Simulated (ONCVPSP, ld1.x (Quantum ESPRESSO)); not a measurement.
# Potentials for sulfur compared

Generated with ld1.x 7.5 (TM, RRKJ, ultrasoft, PAW), atompaw 4.2 or ONCVPSP 4.0.1. The cutoff is in Ry: for ld1.x and atompaw files where the sum of valence levels is converged to 10 mRy in a Bessel basis, for ONCV files where the hardest occupied wave has 1 mHa per electron of residual kinetic energy. The error is the largest all-electron minus pseudo excitation energy over each file’s own four to seven test configurations (ionisations up to +4, promotions, holes and added fractions of an electron), all of which were solved. The labels leave out finer settings (local radius, basis sizes, second energies), which also bear on the numbers. Spin-polarised tests are not counted. The rows are a selection from randomly drawn settings: files with unsolved tests, undetermined cutoffs or missed reference levels are left out.

```csv
potential,cutoff (Ry),largest error (meV),bound ghosts
"ONCV, PBE, fully relativistic, rc 1.45/1.55 (sp), local smoothed, core correction yes, reference 3s2 3p1, qcut 3.6/5, projectors 2/2",112,+55,none
"ONCV, LDA (Perdew-Wang 92), scalar-relativistic, rc 0.75/0.80/0.80 (spd), local smoothed, core correction no, reference 2s2 2p6 3s2 3p4, qcut 14.3/15.1/10.8, projectors 2/2/2",204,+12,none
"ultrasoft, PBE, non-relativistic, rc 1.40/1.70/1.60 (spd), local smoothed, core correction yes, reference 3s2 3p4",21,+81,none
"ONCV, PBE, scalar-relativistic, rc 1.35/1.65 (sp), local s, core correction yes, reference 3s2 3p2.5, qcut 6/5.5, projectors 0/2",28,+14,none
"TM, PBE, scalar-relativistic, rc 1.45/1.40/1.60 (spd), local s, core correction no, reference 3s1.5 3p4.5",35,+161,none
"ONCV, PBE, scalar-relativistic, rc 1.15/1.70/1.35 (spd), local smoothed, core correction no, reference 3s2 3p4, qcut 4.7/4.7/7.1, projectors 1/3/3",332,+77,none
"RRKJ, PBE, non-relativistic, rc 1.55/1.30 (sp), local s, core correction yes, reference 3s2 3p4",40,+85,none
```

Question: Fill in the row for S: ONCV, BLYP, scalar-relativistic, rc 1.50/1.75 (sp), local smoothed, core correction yes, reference 3s1 3p5, qcut 3.9/5.7, projectors 3/2.

Answer: cutoff 71 Ry, largest error +18 meV, bound ghosts: none.

Question: Fill in the row for S: TM, LDA (PZ), scalar-relativistic, rc 1.25/1.30 (sp), local s, core correction no, reference 3s2 3p3.5.

Answer: cutoff 50 Ry, largest error +320 meV, bound ghosts: none.
